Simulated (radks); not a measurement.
All-electron atom: neutral copper in [Ar] 3d10 4s1. Calculated with a radial shooting solver on a logarithmic mesh with Libxc functionals: scalar-relativistic Kohn-Sham, LDA (Slater exchange, Perdew-Wang correlation), spin-polarised, spherical densities, finite nucleus; open shells are filled with parallel spins first; Fermi nuclear charge, rms radius 3.8823 fm.

Unscreened Slater integrals over Kohn-Sham orbitals (hartree). They are taken over the spin-up orbitals.

\begin{tabular}{lr}
integral & value \\ \hline
F0(4s,4s) & 0.31609 \\
F0(4s,3d) & 0.40496 \\
G2(4s,3d) & 0.052196 \\
F0(4s,3p) & 0.41742 \\
G1(4s,3p) & 0.018669 \\
F0(4s,3s) & 0.41860 \\
G0(4s,3s) & 0.013304 \\
F0(3d,3d) & 0.91354 \\
F2(3d,3d) & 0.40048 \\
F4(3d,3d) & 0.24539 \\
F0(3d,3p) & 1.0386 \\
F2(3d,3p) & 0.47220 \\
G1(3d,3p) & 0.58295 \\
G3(3d,3p) & 0.34963 \\
F0(3d,3s) & 1.0598 \\
G2(3d,3s) & 0.43756 \\
F0(3p,3p) & 1.2062 \\
F2(3p,3p) & 0.59926 \\
F0(3p,3s) & 1.2336 \\
G1(3p,3s) & 0.81393 \\
F0(3s,3s) & 1.2635 \\
\end{tabular}
